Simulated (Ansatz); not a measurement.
A nudged elastic band was laid between two geometries of AsH3 + FGeH3 (9 atoms, charge 0, multiplicity 1).

Theory: RKS PBE0-D4/def2-SVP (Ansatz).

| Property | Result |
| --- | --- |
| movable images | 8 |
| climbing image | no |
| spring | 5.0 eV/Å² |
| optimiser | quadratic models (default) |
| start path | through a guess of the saddle point |
| force threshold | 0.05 eV/Å |
| iteration limit | 41 |
| end points | relaxed |

Image 0:

```xyz
9
Properties=species:S:1:pos:R:3
Ge -1.172 -0.545 -1.474
F 0.549 -0.856 -1.408
H -1.805 -1.773 -2.146
H -1.637 -0.376 -0.020
H -1.352 0.736 -2.301
H 1.325 0.306 0.612
As 0.957 1.192 1.795
H 2.409 1.327 2.237
H 0.727 -0.011 2.705
```

Image 9:

```xyz
9
Properties=species:S:1:pos:R:3
Ge -1.049 0.093 -0.288
F 1.996 -0.434 -1.324
H -0.453 -1.297 -0.638
H -2.519 -0.138 0.102
H -0.977 0.975 -1.544
H 1.308 -1.022 -1.129
As 0.141 1.163 1.529
H 1.472 0.759 0.909
H 0.081 -0.099 2.384
```

**Question.** What changes between the two ends?

**Answer.** Bonds broken: Ge1–F2, H6–As7. Bonds formed: Ge1–As7, F2–H6. AsH3 + FGeH3 becomes AsGeH5 + FH.

**Question.** Give the energies along the band, and the barrier.

**Answer.** It converged. The highest image is number 4 of 0 to 9, 41.2 kcal/mol above the first end and 38.8 kcal/mol above the last; the last end lies 2.4 kcal/mol above the first. Neighbouring images differ by up to 1.3 eV, so the band resolves the path poorly. No image climbed, so the highest image needn't sit at the top of the path. The orbitals stay closed-shell, which can raise the energy where a bond breaks towards radicals; this wasn't checked here.

```
image  path coordinate (Å)  energy (kcal/mol)  Ge1–F2 (Å)  H6–As7 (Å)  Ge1–As7 (Å)
    0                 0.00                0.0        1.75        1.52         4.27
    1                 0.80               -0.1        1.75        1.52         4.04
    2                 1.59                0.9        1.75        1.52         3.67
    3                 2.39               11.0        1.78        1.54         3.24
    4                 3.18               41.2        2.01        1.89         2.87
    5                 3.97               23.3        2.54        2.24         2.59
    6                 4.77                7.7        3.06        2.49         2.47
    7                 5.56                3.4        3.39        2.80         2.44
    8                 6.36                2.9        3.39        3.27         2.43
    9                 7.15                2.4        3.26        3.63         2.42
```

**Question.** What is the geometry of the highest image?

**Answer.** 
```xyz
9
Properties=species:S:1:pos:R:3
Ge -0.891 -0.279 -0.895
F 0.969 -1.013 -0.728
H -1.050 -1.386 -1.951
H -1.936 -0.512 0.206
H -0.919 1.098 -1.560
H 0.999 -0.285 0.131
As 0.380 1.065 1.295
H 1.877 1.328 1.149
H 0.572 -0.015 2.353
```

The band took 22 iterations and about 18 core-minutes.

Time of the run: 9.8 min on 2 threads of Intel(R) Xeon(R) Platinum 8488C (Sapphire Rapids) (shared host), peak memory 0.3 GiB.
